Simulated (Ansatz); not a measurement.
Geometry optimisation, Ansatz 0.2.0, RKS PBE-D4/6-31G*.

input.yaml

```yaml
crystal:
  periodic: [false, false, false]
  atoms:
    - { symbol: B, position_ang: [0.0, 0.0, 0.0] }
    - { symbol: "N", position_ang: [0.0, 0.0, 1.9] }
    - { symbol: H, position_ang: [-0.877, -0.2713, 2.43] }
    - { symbol: H, position_ang: [0.877, 0.2713, 2.43] }
    - { symbol: "N", position_ang: [1.3423, 0.0, -0.775] }
    - { symbol: H, position_ang: [1.8089, -0.9179, -1.0268] }
    - { symbol: H, position_ang: [1.7937, 0.9179, -1.0532] }
    - { symbol: H, position_ang: [-1.0305, 0.0, -0.595] }
    - { symbol: P, position_ang: [-0.2764, 2.079, 0.6969] }
    - { symbol: H, position_ang: [-1.5961, 2.5082, 0.396] }
    - { symbol: H, position_ang: [-0.0678, 2.1402, 2.1001] }
    - { symbol: H, position_ang: [-0.1504, 1.1309, 1.7636] }
basis:
  gaussian: { orbitals: "6-31G*" }
hamiltonian:
  xc: pbe
  dispersion: d4
relax:
  f_tol: 0.15
  max_steps: 25
  restrain:
    - { distance: [0, 8], at: 3.11, k: 30.0 }
    - { distance: [11, 1], at: 2.26, k: 30.0 }
    - { distance: [0, 1], at: 1.55, k: 30.0 }
    - { distance: [11, 8], at: 1.42, k: 30.0 }
output:
  orbitals: {}
```

Launched with:

```bash
$ ansatz run input.yaml --threads 2 --pin off --max-ram 3072MiB --backend cpu --events-out ev --progress --plain --runs-dir out
```

Where does it end, and by what steps?

The forces met the threshold. The restraints hold the end off the free minimum. After 22 steps the energy has fallen by 6.130 eV (the restraints' own energy left out); H11 moved furthest, 1.55 Å. Parted: N2–H12 (1.15 → 2.27 Å).

```tsv
step	energy less start (eV)	largest force component (eV/Å)	accepted
0	0.0000	6.872	yes
1	-0.2500	4.509	yes
2	-0.4327	3.102	yes
3	-1.2532	2.997	yes
4	-2.9278	2.011	yes
5	-3.8867	1.846	yes
6	-4.6429	1.827	yes
7	-5.1744	1.756	yes
8	-5.4207	1.898	yes
9	-5.6302	1.844	yes
10	-5.7829	1.735	yes
11	-5.9539	1.863	yes
12	-6.0335	1.759	yes
13	-6.0513	1.890	yes
14	-6.0713	1.695	yes
15	-6.0822	1.780	yes
16	-6.0876	1.765	yes
17	-6.0948	1.667	yes
18	-6.1000	1.649	yes
19	-6.1085	1.629	yes
20	-6.1169	1.643	yes
21	-6.1055	2.170	no
22	-6.1297	1.772	yes
```

```xyz
12
Properties=species:S:1:pos:R:3
B -0.059 -0.297 0.190
N 0.020 -0.683 1.627
H -0.758 -1.185 2.045
H 0.910 -0.901 2.073
N 1.077 0.120 -0.540
H 2.005 0.238 -0.137
H 1.000 0.512 -1.474
H -1.140 -0.314 -0.345
P 0.202 2.721 0.949
H -1.006 2.449 0.229
H -0.461 3.620 1.860
H 0.034 1.579 1.789
```

Run time: 45 s on 2 threads of Arm Neoverse V1, on a shared host, peak memory 0.12 GiB.
